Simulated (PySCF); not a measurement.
Job file and geometry (Å, from GFN2-xTB) of an NMR shielding run on `S(C)c1ccccc1C(=O)F`, C8H7FOS, PySCF, GIAO PBE0/pcSseg-1 NMR shielding, non-relativistic, gas phase; density fitting, a coarse starting grid and PySCF grid level 2 are the driver's defaults:

```
$ OMP_NUM_THREADS=1 python probes_run.py task.json out

{"job": {"kind": "nmr", "xc": "PBE0", "basis": "pcSseg-1"}, "charge": 0, "multiplicity": 1}
C      2.797155    -0.225091     0.584808
S      1.738052    -1.412491    -0.292192
C      0.112879    -0.741274    -0.207292
C     -0.900351    -1.674016     0.015988
C     -2.210378    -1.278095     0.174964
C     -2.539663     0.072450     0.134055
C     -1.559847     1.004200    -0.121114
C     -0.227273     0.617740    -0.330156
C      0.721014     1.612839    -0.807774
O      1.752974     1.478937    -1.379861
F      0.270604     2.894396    -0.594314
H      3.577865    -0.820617     1.047855
H      2.210703     0.282123     1.344241
H      3.227768     0.488031    -0.112049
H     -0.628275    -2.716373     0.078552
H     -2.977081    -2.016050     0.354782
H     -3.559702     0.388902     0.286646
H     -1.815203     2.050705    -0.188797
```

Task: What does the program print?

Result: 
```
coarse grid: 16824 points
cycle   1  E = -881.3385792339  dE =  2.033e+00  |g| = 9.102e-01  |ddm| = 4.370e+00
cycle   2  E = -880.8954713102  dE =  4.431e-01  |g| = 1.798e+00  |ddm| = 2.199e+00
cycle   3  E = -881.4850523261  dE = -5.896e-01  |g| = 2.608e-01  |ddm| = 1.656e+00
cycle   4  E = -881.4967354481  dE = -1.168e-02  |g| = 8.949e-02  |ddm| = 2.975e-01
cycle   5  E = -881.4979202502  dE = -1.185e-03  |g| = 2.477e-02  |ddm| = 8.597e-02
cycle   6  E = -881.4980533565  dE = -1.331e-04  |g| = 9.029e-03  |ddm| = 4.020e-02
cycle   7  E = -881.4980716419  dE = -1.829e-05  |g| = 3.028e-03  |ddm| = 1.226e-02
cycle   8  E = -881.4980737306  dE = -2.089e-06  |g| = 7.818e-04  |ddm| = 3.210e-03
final grid: 161832 points
cycle   9  E = -881.5831392297  dE = -3.095e-05  |g| = 1.319e-02  |ddm| = 5.553e-02
cycle  10  E = -881.5830683602  dE =  7.087e-05  |g| = 2.294e-02  |ddm| = 3.389e-02
cycle  11  E = -881.5831749932  dE = -1.066e-04  |g| = 3.376e-03  |ddm| = 2.228e-02
cycle  12  E = -881.5831772338  dE = -2.241e-06  |g| = 3.969e-04  |ddm| = 2.971e-03
cycle  13  E = -881.5831772610  dE = -2.718e-08  |g| = 1.598e-04  |ddm| = 6.471e-04
cycle  14  E = -881.5831772656  dE = -4.541e-09  |g| = 4.701e-05  |ddm| = 1.803e-04
cycle  15  E = -881.5831772661  dE = -5.193e-10  |g| = 1.452e-05  |ddm| = 6.954e-05
converged SCF energy = -881.5831772661

GIAO shielding tensors (ppm)
atom      isotropic    diamagn.    paramagn.     s11        s22        s33       span
  0 C      161.028     252.851     -91.823    140.215    154.645    188.222     48.007
  1 S      453.909    1056.733    -602.825    306.210    393.903    661.613    355.403
  2 C       27.276     258.223    -230.947    -50.335    -23.814    155.978    206.314
  3 C       48.613     250.949    -202.336    -55.110     41.593    159.356    214.466
  4 C       48.296     254.125    -205.829    -59.939     29.087    175.740    235.679
  5 C       56.342     254.297    -197.955    -50.132     40.829    178.328    228.460
  6 C       45.085     247.894    -202.809    -60.232     22.290    173.196    233.428
  7 C       61.383     260.251    -198.869    -25.864     51.051    158.961    184.825
  8 C       23.445     249.010    -225.564    -85.078     43.957    111.457    196.535
  9 O     -110.265     404.030    -514.295   -340.663   -257.399    267.267    607.930
 10 F      138.848     478.207    -339.359    -88.538    206.486    298.596    387.133
 11 H       29.191      28.676       0.515     23.263     27.084     37.228     13.965
 12 H       30.463      31.857      -1.394     26.262     28.647     36.479     10.218
 13 H       28.010      30.883      -2.873     22.629     27.998     33.403     10.775
 14 H       23.769      31.834      -8.065     19.324     22.583     29.398     10.074
 15 H       24.013      29.516      -5.503     20.613     24.631     26.795      6.182
 16 H       24.187      29.520      -5.333     20.700     25.067     26.795      6.095
 17 H       23.200      31.210      -8.011     18.573     22.639     28.387      9.814
```

Size and cost of the density-fitted run: 229 basis functions, 64 s wall time on 1 thread of an x86-64 server CPU, shared host.
